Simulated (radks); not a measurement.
Valence configurations of Gd2+ (all share [Xe]). Method: scalar-relativistic Kohn-Sham, SCAN, spin-polarised, spherical densities, finite nucleus; open shells are filled with parallel spins first (spin-orbit coupling, left out, can overturn this in heavy ions); meta-GGA in the generalised Kohn-Sham scheme; Fermi nuclear charge, rms radius 5.1569 fm; computed with a radial shooting solver on a logarithmic mesh with Libxc functionals. Energies are relative to 4f7 5d1; eigenvalues in eV for spin up.

[
 {"valence": "4f7 5d1", "E (eV)": "0.000", "moment (Bohr magnetons)": "8", "e(4f)": "-24.759", "e(5d)": "-15.697", "e(6p)": "-", "e(6s)": "-"},
 {"valence": "4f7.5 5d0.5", "E (eV)": "-0.426", "moment (Bohr magnetons)": "7", "e(4f)": "-21.403", "e(5d)": "-14.707", "e(6p)": "-", "e(6s)": "-"},
 {"valence": "4f6.5 5d1 6s0.5", "E (eV)": "5.585", "moment (Bohr magnetons)": "8", "e(4f)": "-29.523", "e(5d)": "-17.588", "e(6p)": "-", "e(6s)": "-16.757"},
 {"valence": "4f6.5 5d1 6p0.5", "E (eV)": "8.076", "moment (Bohr magnetons)": "8", "e(4f)": "-30.136", "e(5d)": "-17.987", "e(6p)": "-12.015", "e(6s)": "-"},
 {"valence": "4f5 5d1 6p2", "E (eV)": "45.583", "moment (Bohr magnetons)": "8", "e(4f)": "-47.550", "e(5d)": "-24.837", "e(6p)": "-15.261", "e(6s)": "-"},
 {"valence": "4f6 5d2", "E (eV)": "11.594", "moment (Bohr magnetons)": "8", "e(4f)": "-31.626", "e(5d)": "-17.500", "e(6p)": "-", "e(6s)": "-"},
 {"valence": "4f6.5 5d1.5", "E (eV)": "5.164", "moment (Bohr magnetons)": "8", "e(4f)": "-28.125", "e(5d)": "-16.608", "e(6p)": "-", "e(6s)": "-"},
 {"valence": "4f8", "E (eV)": "-0.162", "moment (Bohr magnetons)": "6", "e(4f)": "-18.299", "e(5d)": "-", "e(6p)": "-", "e(6s)": "-"},
 {"valence": "4f7 6p1", "E (eV)": "5.312", "moment (Bohr magnetons)": "8", "e(4f)": "-28.652", "e(5d)": "-", "e(6p)": "-12.742", "e(6s)": "-"},
 {"valence": "4f7 5d0.5 6p0.5", "E (eV)": "2.600", "moment (Bohr magnetons)": "8", "e(4f)": "-26.722", "e(5d)": "-17.055", "e(6p)": "-11.739", "e(6s)": "-"}
]

NIST lists [Xe] 4f7 5d1 as the ground configuration; this level of theory puts 4f7.5 5d0.5 lower, by 0.426 eV. The energies are those of spherical high-spin densities, not of single terms.
